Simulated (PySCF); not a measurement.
NbO2, neutral, multiplicity 2. Atoms are numbered in the order given.

```xyz
3

Nb     0.0000     0.0000    -0.2922
O      0.0000     1.3606     0.7488
O      0.0000    -1.3606     0.7488
```
Charge 0, spin multiplicity 2.

Geometry: B3LYP-D3(BJ)/def2-TZVP. The multiplicity is an assumed one; other spin states were not compared. The def2 effective core potentials stand for the cores of Nb; spin–orbit coupling is left out.

Level of theory: r2SCAN/def2-TZVPD (PySCF).

Mulliken values depend strongly on the basis, most of all with diffuse functions as here. ESP charges are fitted to the potential on shells at 1.4 to 2.0 van der Waals radii. Atomic charges (e):

| atom | Mulliken | ESP fit | Mulliken spin |
|---|---|---|---|
| Nb1 | 1.35 | … | 1.16 |
| O2 | -0.67 | … | -0.08 |
| O3 | -0.67 | … | -0.08 |

### Question
Some entries are withheld; supply them. (An estimate is asked for; the answer gives what the named calculation found.)

### Answer

- Nb1, ESP fit: 1.01
- O2, ESP fit: -0.51
- O3, ESP fit: -0.51
